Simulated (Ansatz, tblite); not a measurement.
Removing an electron: the cluster Si₄H₇⁻. Total charge -1; singlet. Geometry: B3LYP-D4/def2-SVPD. Ansatz, gas phase; energy differences of separate SCF runs; the oxidised species was run as a doublet alone.

```xyz
11

Si    0.415    1.394    0.310
Si   -1.600   -1.299    0.014
Si   -0.441    0.159   -1.520
Si    0.290   -0.707    1.395
H     1.702    2.173    0.218
H    -1.098   -2.650   -0.511
H     0.762   -0.337   -2.291
H     0.149   -0.675    2.899
H    -0.595    2.368    0.851
H    -1.216    0.944   -2.552
H     1.633   -1.370    1.186
```

The xTB rows come from tblite. The structure comes from a short search, and lower isomers may exist.

```tsv
level	−HOMO (eV)	vertical IE (eV)	−LUMO (eV)	HOMO–LUMO gap (eV)
GFN2-xTB	3.41	5.79	0.66	2.75
PBE-D4/def2-TZVPD	0.37	2.77	-2.56	2.92
r2SCAN-D4/def2-TZVPD	0.48	2.68	-2.80	3.27
PBE0-D4/def2-TZVPD	1.17	2.75	-3.19	4.37
```

 Raw xTB energy differences between charge states are shifted by several eV; the methods need an empirical correction for them.
